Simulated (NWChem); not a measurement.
System meant: GaBrF$_{2}$; SMILES [F][Ga]([Br])[F]

NWChem input:

```
start job
memory heap 200 mb stack 900 mb global 1100 mb
geometry units angstroms noautoz
  Ga     0.000000     0.000000     0.742528
  F      0.000000    -1.471902     1.658556
  F      0.000000     1.471902     1.658556
  Br     0.000000     0.000000    -1.499169
end
basis spherical
  * library def2-svp
end
dft
  odft
  mult 2
  xc xpbe96 cpbe96
  iterations 150
  mulliken
end
task dft energy
```

End of the output:

```
 Summary of "ao basis" -> "" (spherical)
 ------------------------------------------------------------------------------
       Tag                 Description            Shells   Functions and Types
 ---------------- ------------------------------  ------  ---------------------
 *                          def2-svp                  on all atoms

  pbe96 is a nonlocal functional; adding pw91lda local functional.

                                 NWChem DFT Module
                                 -----------------

 Summary of "ao basis" -> "ao basis" (spherical)
 ------------------------------------------------------------------------------
       Tag                 Description            Shells   Functions and Types
 ---------------- ------------------------------  ------  ---------------------
 Ga                         def2-svp                12       32   5s4p3d
 F                          def2-svp                 6       14   3s2p1d
 Br                         def2-svp                12       32   5s4p3d

 Summary of "ao basis" -> "ao basis" (spherical)
 ------------------------------------------------------------------------------
       Tag                 Description            Shells   Functions and Types
 ---------------- ------------------------------  ------  ---------------------
 Ga                         def2-svp                12       32   5s4p3d
 F                          def2-svp                 6       14   3s2p1d
 Br                         def2-svp                12       32   5s4p3d

      Symmetry analysis of basis
      --------------------------

        a1         40
        a2         10
        b1         18
        b2         24

  number of electrons :                   84
  multiplicity        :                    2
 ------------------------------------------------------------------------
  no. of electrons and multiplicity not compatible                  84
 ------------------------------------------------------------------------
 ------------------------------------------------------------------------
  current input line :
    19: task dft energy
 ------------------------------------------------------------------------
 ------------------------------------------------------------------------
 There is an error in the input file
 ------------------------------------------------------------------------
 For more information see the NWChem manual at https://nwchemgit.github.io

0: no. of electrons and multiplicity not compatible:Received an Error in Communication
```

Task: What is wrong, and how is it mended?

Result: The program refused the input. Cause: the multiplicity doesn't fit the number of electrons (an even count wants an odd multiplicity, and the reverse). This input runs:
```
start job
memory heap 200 mb stack 900 mb global 1100 mb
geometry units angstroms noautoz
  Ga     0.000000     0.000000     0.742528
  F      0.000000    -1.471902     1.658556
  F      0.000000     1.471902     1.658556
  Br     0.000000     0.000000    -1.499169
end
basis spherical
  * library def2-svp
end
dft
  xc xpbe96 cpbe96
  iterations 150
  mulliken
end
task dft energy
```
It converges to -4697.24867 Ha (PBE/def2-SVP).
